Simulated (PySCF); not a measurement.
CAuClO (SMILES [O+]#[C-]->[Au][Cl]), singlet, at a GFN2-xTB geometry (such geometries of metal compounds can be far from the true shape) (core potentials on Au). Base run: PBE/def2-SVP (PySCF).

Here is a job for PySCF.
```python
from pyscf import gto, scf, dft, solvent

mol = gto.Mole()
mol.atom = '''
    Au    0.00634769   -0.01773416    0.00892260
    Cl   -0.21206634    1.59205793   -1.43246823
    O     0.25702486   -2.18252606    2.02321220
    C     0.17457695   -1.36729628    1.24356278
'''
mol.basis = 'def2-svp'
mol.ecp = {'Au': 'def2-svp'}
mol.verbose = 3
mol.build()

mf = dft.RKS(mol)
mf.xc = 'pbe'
mf.kernel()
```

Each row names what was changed in the base input (with any setting that the change needs).

| change | ΔE vs base (kcal/mol) | dipole (D) | HOMO-LUMO gap (eV) |
|---|---|---|---|
| base | 0.000 | 2.85 | 4.02 |
| model = IEF-PCM; solvent = chloroform; vdw_scale = 1.4 | -1.53 | 3.48 | 4.23 |
| model = IEF-PCM; solvent = tetrahydrofuran | -3.12 | 3.83 | 4.39 |
| model = COSMO; solvent = chloroform | [?] | 3.64 | [?] |
| model = SS(V)PE; solvent = chloroform | [?] | 3.70 | 4.33 |
| model = IEF-PCM; solvent = chloroform; r_probe = 0.5 | -1.24 | 3.39 | 4.20 |
| model = ddCOSMO; solvent = chloroform | -3.08 | 3.64 | 4.32 |
| model = IEF-PCM; solvent = chloroform; lebedev_order = 11 | [?] | 3.70 | 4.33 |
| model = IEF-PCM; solvent = chloroform; vdw_scale = 1.0 | -6.68 | 3.96 | 4.50 |
| model = IEF-PCM; solvent = chloroform; vdw_scale = 1.1 | -4.02 | 3.84 | 4.41 |
| model = IEF-PCM; solvent = dimethylsulfoxide | -3.77 | 4.02 | 4.46 |
| model = IEF-PCM; solvent = methanol | -3.71 | 4.01 | 4.46 |

Question: Fill in the missing entries.

Answer: 
- model = COSMO; solvent = chloroform, ΔE vs base (kcal/mol): -2.56
- model = COSMO; solvent = chloroform, HOMO-LUMO gap (eV): 4.31
- model = SS(V)PE; solvent = chloroform, ΔE vs base (kcal/mol): -2.69
- model = IEF-PCM; solvent = chloroform; lebedev_order = 11, ΔE vs base (kcal/mol): -2.75

The base is the gas phase, so ΔE is the electrostatic part of solvation at a fixed geometry, without cavity and dispersion terms.
